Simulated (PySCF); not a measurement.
Si(H)3(NH2) (H5NSi), SMILES N[SiH3].

The structure is a stationary point at ωB97X-D3(BJ)/def2-TZVP.

These are HF/def2-TZVPD (PySCF) values and carry that method's errors.

Gas-phase values at a fixed geometry.

Computed frontier levels, gap, dipole moment and polarisability:
```json
{
 "highest_occupied_level": "-10.91 eV",
 "lowest_empty_level": "1.95 eV",
 "orbital_gap": "12.86 eV",
 "dipole_moment": "1.24 D",
 "quadrupole, principal values (traceless, Buckingham form, about the centre of nuclear charge)": "-4.60, 1.65, 2.95 D·Å",
 "mean_static_polarisability": "35.5 bohr³ (5.26 Å³)",
 "polarisability_principal_values": "34.4, 34.7, 37.4 bohr³"
}
```
